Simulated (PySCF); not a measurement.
**[CeI3(NH3)]+ at several levels of theory**

Computed with PySCF 2.14.0 (density fitting, no spin-orbit coupling) at the geometry relaxed with PBE0:

```xyz
8
[CeI3(NH3)]+ (singlet)
Ce   -0.2965    0.2965   -0.2965
I     1.2443    2.0459    1.2443
I    -2.0459   -1.2443    1.2443
I     1.2443   -1.2443   -2.0459
N    -1.7366    1.7366   -1.7366
H    -2.3574    2.3574   -1.2032
H    -1.2032    2.3574   -2.3574
H    -2.3574    1.2032   -2.3574
```

| level | basis | state | HOMO (eV) | gap (eV) | charge on Ce1 (e) | population of f-type functions on Ce1 (polarisation alone where 4f lies in the core) | dipole about the centre of mass (D) | largest force component (eV/Å) |
| --- | --- | --- | --- | --- | --- | --- | --- | --- |
| PBE0 | Ce lcecp-2-SVP with ECP46, I def2-SVP with ECP28, N def2-SVP, H def2-SVP | singlet | – | – | 0.99 | 0.07 | 8.44 | 0.01 |
| BP86 | the same | singlet | – | – | 0.78 | 0.06 | 8.21 | 0.24 |
| PBE0 | Ce lcecp-2-TZVP with ECP46, I def2-TZVP with ECP28, N def2-TZVP, H def2-TZVP | singlet | – | – | 1.29 | 0.09 | 8.21 | 0.27 |

In the lcecp rows the 4f levels are missing from HOMO and gap, and the state counts the valence alone.

Charges are Mulliken's, which hang on the basis. The relaxation used the grid (50, 194), these runs (75, 302) or, all-electron (x2c bases, spin-free X2C Hamiltonian), (99, 590).

**Question.** What does r2SCAN with Ce lcecp-2-SVP with ECP46, I def2-SVP with ECP28, N def2-SVP, H def2-SVP give here?

**Answer.** state singlet, charge on Ce1 (e) 0.96, population of f-type functions on Ce1 (polarisation alone where 4f lies in the core) 0.06, dipole about the centre of mass (D) 8.42, largest force component (eV/Å) 0.12. Time: 37 s on 4 threads of Intel(R) Xeon(R) Processor @ 2.50GHz (Skylake/Cascade Lake), with other jobs on the host, from an already converged density.
